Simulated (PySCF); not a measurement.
## Boron: a sound run and one with changed settings

Sound run: B²⁺ [He] 2s1, B³⁺ 1s2. Computed with PySCF 2.14 in def2-SVP, with the non-relativistic Hamiltonian (point nucleus). The sound run starts from symmetry-adapted Hartree-Fock orbitals and uses a fine grid where one is needed.

Changed run: radial step 0.8 in ln r (0.13 in the sound run). This setting is unsound on purpose.

```
species  method  sound run (hartree)  changed run (hartree)  converged
    B²⁺     UHF            -23.34714              -23.34714        yes
    B²⁺    MN15            -23.39077              -23.40860        yes
    B²⁺    BP86            -23.39441              -23.40504        yes
    B³⁺     UHF            -21.97606              -21.97606        yes
    B³⁺    MN15            -22.02205              -21.98220        yes
    B³⁺    BP86            -22.01045              -22.01981        yes
```

Ionisation energy of B²⁺:

| method | sound run (eV) | changed run (eV) |
| --- | --- | --- |
| UHF | 37.309 | 37.309 |
| MN15 | 37.245 | 38.814 |
| BP86 | 37.659 | 37.694 |

A coarse radial grid mis-integrates the density and the exchange-correlation energy, with errors of either sign; Hartree-Fock needs no grid.

For comparison, NIST gives 37.931 eV between the lowest levels.
